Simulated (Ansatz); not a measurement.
Relaxation of As3P2⁺ with RKS PBE-D4/def2-SVP.

```sh
$ ansatz run in.yaml --threads 4 --pin off --events-out ev --progress --plain --max-ram 8704MiB
```

```yaml
crystal:
  periodic: [false, false, false]
  atoms:
    - {symbol: P, position_ang: [-0.217710, 1.277600, -0.422590]}
    - {symbol: P, position_ang: [1.057450, 0.314930, 1.161120]}
    - {symbol: As, position_ang: [-1.172440, -0.175580, 1.238990]}
    - {symbol: As, position_ang: [1.335930, -0.475010, -0.964040]}
    - {symbol: As, position_ang: [-1.003230, -0.941940, -1.013490]}
basis:
  gaussian: {orbitals: def2-SVP}
total_charge: 1
hamiltonian: {xc: pbe, dispersion: d4}
scf: {lower_state_search: "off"}
output: {orbitals: {seedname: orbitals}}
relax: {f_tol: 0.02, max_steps: 100}
```

Hardware: 4 threads of Arm Neoverse V1 on a shared host. Wall time 4.8 s.

Positions (Å) and forces (eV/Å) at steps 1, 2, 3, 4 of 4:

```xyz
5
step=1 energy=-201032.7058 eV
P    -0.218    1.278   -0.423   -0.365    1.662   -0.636
P     1.057    0.315    1.161    1.016    0.044    1.157
As   -1.172   -0.176    1.239   -0.779   -0.266    0.914
As    1.336   -0.475   -0.964    0.955   -0.481   -0.617
As   -1.003   -0.942   -1.013   -0.827   -0.959   -0.818
5
step=2 energy=-201032.8708 eV
P    -0.220    1.317   -0.430   -0.157    0.456   -0.237
P     1.087    0.334    1.193    0.243   -0.104    0.291
As   -1.181   -0.187    1.260   -0.179   -0.100    0.061
As    1.356   -0.491   -0.968    0.071   -0.131   -0.157
As   -1.043   -0.974   -1.055    0.022   -0.121    0.042
5
step=3 energy=-201032.8821 eV
P    -0.223    1.342   -0.437   -0.023   -0.033   -0.020
P     1.090    0.321    1.198    0.067    0.003    0.075
As   -1.193   -0.186    1.264    0.009    0.011   -0.048
As    1.361   -0.492   -0.980   -0.046    0.017    0.001
As   -1.035   -0.984   -1.044   -0.007    0.002   -0.008
5
step=4 energy=-201032.8828 eV
P    -0.225    1.340   -0.438   -0.007   -0.018   -0.005
P     1.096    0.323    1.204   -0.002   -0.011   -0.001
As   -1.189   -0.187    1.259   -0.008    0.010    0.006
As    1.356   -0.491   -0.976    0.008    0.007   -0.008
As   -1.038   -0.985   -1.048    0.009    0.012    0.008
```

Another isomer (singlet) lies 0.20 eV lower at PBE0-D4/def2-TZVP; other spin states weren't run for this one.
